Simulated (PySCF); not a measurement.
A calculated (LC-wPBE, PySCF 2.14, x2c-TZVPPall with one added diffuse shell each of s, p, d type, the spin-free X2C one-electron Hamiltonian (Gaussian nucleus)) atom or ion has these occupied shells.

```json
{"shell": "1s α", "electrons": "1", "orbital energy (eV)": "-2803.0", "rms radius, mean of both spins (bohr)": "0.105"}
{"shell": "1s β", "electrons": "1", "orbital energy (eV)": "-2802.5", "rms radius, mean of both spins (bohr)": "0.105"}
{"shell": "2s α", "electrons": "1", "orbital energy (eV)": "-303.75", "rms radius, mean of both spins (bohr)": "0.483"}
{"shell": "2s β", "electrons": "1", "orbital energy (eV)": "-303.31", "rms radius, mean of both spins (bohr)": "0.483"}
{"shell": "2p α", "electrons": "3", "orbital energy (eV)": "-242.76", "rms radius, mean of both spins (bohr)": "0.453"}
{"shell": "2p β", "electrons": "3", "orbital energy (eV)": "-242.17", "rms radius, mean of both spins (bohr)": "0.453"}
{"shell": "3s α", "electrons": "1", "orbital energy (eV)": "-65.757", "rms radius, mean of both spins (bohr)": "1.50"}
{"shell": "3s β", "electrons": "1", "orbital energy (eV)": "-61.909", "rms radius, mean of both spins (bohr)": "1.50"}
{"shell": "3p α", "electrons": "2", "orbital energy (eV)": "-51.284", "rms radius, mean of both spins (bohr)": "1.62"}
```

Problem. Name the element and its charge.

Solution. Cl³⁺ (chlorine, charge +3), in [Ne] 3s2 3p2, high-spin 3P determinant.
